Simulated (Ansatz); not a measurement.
Consider the formal exchange of groups at the Si–Si bond: `N[SiH2][SiH](O)F` + `C=CCCl` → `C=C[SiH2]N` + `O[SiH](F)CCl`.

Program: Ansatz. Geometries: PBE0-D4/def2-TZVP. ΔE: electronic, gas phase. CCSD(T)/CBS is the MP2 limit (def2-TZVPP, def2-QZVPP) plus CCSD(T) − MP2 in def2-TZVPP, frozen cores. Functionals use def2-TZVPP. B3LYP here is the variant with VWN-RPA as its local correlation; programs differ in this. One conformer a species, not always the lowest.

```
           species  B3LYP energy (Eh)
`N[SiH2][SiH](O)F`         -812.72556
          `C=CCCl`         -577.58305
      `C=C[SiH2]N`         -424.76684
    `O[SiH](F)CCl`         -965.55809
```

Question: Work out ΔE.

Answer: ΔE = (-424.76684) + (-965.55809) − (-812.72556) − (-577.58305) = -0.01632 Eh = -42.8 kJ/mol. CCSD(T)/CBS gives -49.8 kJ/mol.

Largest T1 diagnostic among the species: 0.012.

From PBE to PBE0 (25 % exact exchange), in def2-TZVPP and without D4, ΔE moves by −7.1 kJ/mol.
